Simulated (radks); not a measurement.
Species: In5+. Configuration: [Kr] 4d8.

All-electron calculation, Dirac Kohn-Sham, PBEsol, spin-unpolarised, spherical densities, point nucleus; open shells fill j = l - 1/2 first. Program: a radial shooting solver on a logarithmic mesh with Libxc functionals.

Energy parts (hartree):
total: -5873.82495
kinetic: 6172.20708
electron-nucleus: -14145.90991
Hartree: 2254.86785
exchange-correlation: -154.98997

Orbitals (lengths in bohr, moments of r in powers of bohr; <r^-3> diverges for s and p1/2):
[
 {"orbital": "1s1/2", "occ.": "2", "eigenvalue (hartree)": "-1021.363", "<r>": "0.02972", "<r^2>": "0.001195", "<r^-3>": "-"},
 {"orbital": "2s1/2", "occ.": "2", "eigenvalue (hartree)": "-155.1086", "<r>": "0.1282", "<r^2>": "0.01942", "<r^-3>": "-"},
 {"orbital": "2p1/2", "occ.": "2", "eigenvalue (hartree)": "-144.8429", "<r>": "0.1085", "<r^2>": "0.01446", "<r^-3>": "-"},
 {"orbital": "2p3/2", "occ.": "4", "eigenvalue (hartree)": "-137.0996", "<r>": "0.1138", "<r^2>": "0.01577", "<r^-3>": "4017"},
 {"orbital": "3s1/2", "occ.": "2", "eigenvalue (hartree)": "-31.51085", "<r>": "0.3485", "<r^2>": "0.1390", "<r^-3>": "-"},
 {"orbital": "3p1/2", "occ.": "2", "eigenvalue (hartree)": "-27.36899", "<r>": "0.3394", "<r^2>": "0.1340", "<r^-3>": "-"},
 {"orbital": "3p3/2", "occ.": "4", "eigenvalue (hartree)": "-25.96914", "<r>": "0.3505", "<r^2>": "0.1427", "<r^-3>": "739.5"},
 {"orbital": "3d3/2", "occ.": "4", "eigenvalue (hartree)": "-18.64009", "<r>": "0.3221", "<r^2>": "0.1234", "<r^-3>": "115.5"},
 {"orbital": "3d5/2", "occ.": "6", "eigenvalue (hartree)": "-18.35301", "<r>": "0.3257", "<r^2>": "0.1260", "<r^-3>": "108.1"},
 {"orbital": "4s1/2", "occ.": "2", "eigenvalue (hartree)": "-6.88294", "<r>": "0.8387", "<r^2>": "0.7950", "<r^-3>": "-"},
 {"orbital": "4p1/2", "occ.": "2", "eigenvalue (hartree)": "-5.51184", "<r>": "0.8847", "<r^2>": "0.8920", "<r^-3>": "-"},
 {"orbital": "4p3/2", "occ.": "4", "eigenvalue (hartree)": "-5.25682", "<r>": "0.9122", "<r^2>": "0.9479", "<r^-3>": "135.0"},
 {"orbital": "4d3/2", "occ.": "4", "eigenvalue (hartree)": "-3.08637", "<r>": "1.067", "<r^2>": "1.327", "<r^-3>": "15.33"},
 {"orbital": "4d5/2", "occ.": "4", "eigenvalue (hartree)": "-3.04905", "<r>": "1.078", "<r^2>": "1.353", "<r^-3>": "14.26"}
]

The highest occupied level is 4d5/2 at -82.969 eV. For comparison, the ionisation energy in NIST's Atomic Spectra Database is 90 eV (theoretical). In exact Kohn-Sham theory the highest level is minus the ionisation energy, but local and semilocal functionals leave it too shallow, through self-interaction and a potential that decays too fast; potentials with the right tail come closer.

Beside tabulated values, note that spin-unpolarised runs miss the spin-polarisation part of the exchange energy of open shells.
